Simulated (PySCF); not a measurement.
## Basis and Hamiltonian dependence of the ionisation energy of Sb⁺

Sb⁺ [Kr] 4d10 5s2 5p2 (3P) → Sb²⁺ [Kr] 4d10 5s2 5p1 (2P). Calculated with PySCF 2.14 from differences of total energies of unrestricted determinants, without spin-orbit coupling. Values in eV.

| basis | Hamiltonian | functions | UHF | PBE | PBE0 | MP2 (valence) | CCSD(T) (valence) | CCSD(T) (valence and next inner shell) |
| --- | --- | --- | --- | --- | --- | --- | --- | --- |
| cc-pVDZ-PP with ECP28MDF | ECP | 23 | 16.002 | n/a | 16.533 | 16.221 | 16.254 | n/a |
| def2-SVP with the def2 core potential (28 electrons) | ECP | 26 | 15.995 | 16.490 | 16.545 | 16.213 | 16.246 | n/a |
| aug-cc-pVDZ-PP with ECP28MDF | ECP | 32 | 15.996 | 16.471 | 16.530 | 16.220 | 16.258 | n/a |
| x2c-SVPall | spin-free X2C | 36 | 16.036 | n/a | n/a | 16.241 | 16.272 | n/a |
| cc-pVTZ-PP with ECP28MDF | ECP | 39 | 16.004 | n/a | n/a | 16.320 | 16.377 | n/a |
| aug-cc-pwCVDZ-PP with ECP28MDF | ECP | 48 | 15.995 | 16.463 | 16.524 | 16.236 | 16.276 | 16.333 |
| aug-cc-pVTZ-PP with ECP28MDF | ECP | 55 | 16.005 | 16.467 | 16.532 | 16.326 | 16.384 | n/a |
| def2-TZVPPD with the def2 core potential (28 electrons) | ECP | 56 | 16.006 | 16.466 | 16.531 | 16.317 | 16.373 | 16.476 |
| x2c-TZVPall | spin-free X2C | 60 | 16.010 | 16.470 | 16.533 | 16.310 | n/a | n/a |
| x2c-TZVPPall | spin-free X2C | 60 | 16.010 | 16.470 | 16.533 | 16.310 | 16.363 | 16.471 |
| x2c-TZVPPall with one added diffuse shell each of s, p, d, f type | spin-free X2C | 76 | 15.999 | 16.463 | 16.525 | 16.304 | 16.358 | 16.467 |
| aug-cc-pVQZ-DK3 | spin-free X2C | 102 | 16.003 | 16.467 | 16.533 | 16.354 | 16.405 | n/a |
| aug-cc-pVQZ-PP with one added diffuse shell each of s, p, d, f, g type with ECP28MDF | ECP | 117 | 16.005 | 16.467 | 16.531 | 16.361 | n/a | n/a |
| dyall-av2z | non-relativistic | 130 | 15.954 | 16.432 | 16.492 | 16.190 | 16.226 | n/a |

Frozen in the all-electron rows: valence: [Kr] 4d10; valence and next inner shell: [Ar] 3d10; with a core potential, the same shells as far as they lie outside it.

Non-relativistic rows lack the scalar-relativistic shift.

Between the lowest levels the reference is 16.626 ± 0.025 eV (measured; NIST Atomic Spectra Database, ionization energies); it includes spin-orbit coupling, which these numbers lack.
